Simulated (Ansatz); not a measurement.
Reaction (ligand exchange at the Al–C bond): `C[S][AlH][CH2]F` + `[OH][InH2]` → `C[S][AlH][O][InH2]` + `CF`

Program: Ansatz. Geometries: PBE0-D4/def2-TZVP. ΔE: electronic, gas phase. CBS: MP2 limit from def2 TZ/QZ plus the TZ coupled-cluster correction, frozen cores. This one scheme is used for every species. Functionals use def2-TZVPP. B3LYP here is the variant with VWN-RPA as its local correlation; programs differ in this. def2 core potentials past Kr. For In outer-core shells are correlated without core-valence functions, which leaves a few kJ/mol of doubt a bond. Each species was taken in one conformer, which may not be the lowest.

`C[S][AlH][CH2]F`:

Z-matrix (Å, degrees):
```
C
S 1 1.824
H 1 1.089 2 108.2
H 1 1.089 2 108.2 3 118.1
H 1 1.087 2 112.2 3 -120.9
Al 2 2.163 1 106.0 3 120.7
C 6 1.985 2 125.0 1 0.0
H 6 1.583 2 116.6 1 179.9
F 7 1.399 6 115.0 2 -0.5
H 7 1.098 6 110.4 2 121.2
H 7 1.098 6 110.4 2 -122.2
```

`[OH][InH2]`:

Cartesian coordinates in Å:
```
O -1.253 -0.577 -0.223
In 0.516 0.157 0.321
H -1.485 -0.379 -1.133
H 1.345 1.020 -0.907
H 0.877 -0.222 1.943
```

`C[S][AlH][O][InH2]`:

Cartesian coordinates in Å:
```
C 1.391 -1.389 -1.089
S 0.775 -0.202 -2.326
Al -0.528 1.066 -1.128
O -0.715 0.764 0.506
In -1.287 0.800 2.397
H 0.998 -1.164 -0.098
H 2.479 -1.339 -1.065
H 1.085 -2.394 -1.379
H -1.265 2.256 -1.860
H -2.763 -0.021 2.649
H -0.171 1.621 3.395
```

`CF`:

Z-matrix (Å, degrees):
```
C
F 1 1.376
H 1 1.092 2 109.1
H 1 1.092 2 109.1 3 -120.0
H 1 1.092 2 109.1 3 120.0
```

```tsv
level	ΔE (kJ/mol)	difference from CCSD(T)/CBS
PBE-D4	-156.0	22.5
r2SCAN-D4	-172.8	5.7
PBE0-D4	-165.8	12.7
B3LYP-D4	-173.7	4.8
ωB97X-V	-172.6	5.9
B2PLYP	-179.0	-0.5
PBE	-154.9	23.6
r2SCAN	-172.5	6.0
B3LYP	-171.9	6.6
HF/def2-TZVPP	-196.5	-18.0
SCS-MP2/def2-TZVPP	-187.8	-9.3
CCSD(T)/def2-TZVPP	-180.5	-2.0
HF/def2-QZVPP	-198.0	-19.5
HF/CBS(def2)	-198.2	-19.7
MP2/CBS(def2)	-184.4	-5.9
CCSD/CBS(def2)	-180.7	-2.2
CCSD(T)/CBS	-178.5	0
```

Largest T1 diagnostic among the species: 0.017.

From PBE to PBE0 (25 % exact exchange), in def2-TZVPP and without D4, ΔE moves by −9.8 kJ/mol. In def2-TZVPP, CCSD(T) changes the Hartree–Fock value by +16.0 kJ/mol (the triples alone add +2.2 kJ/mol) and MP2 by +10.1 kJ/mol.
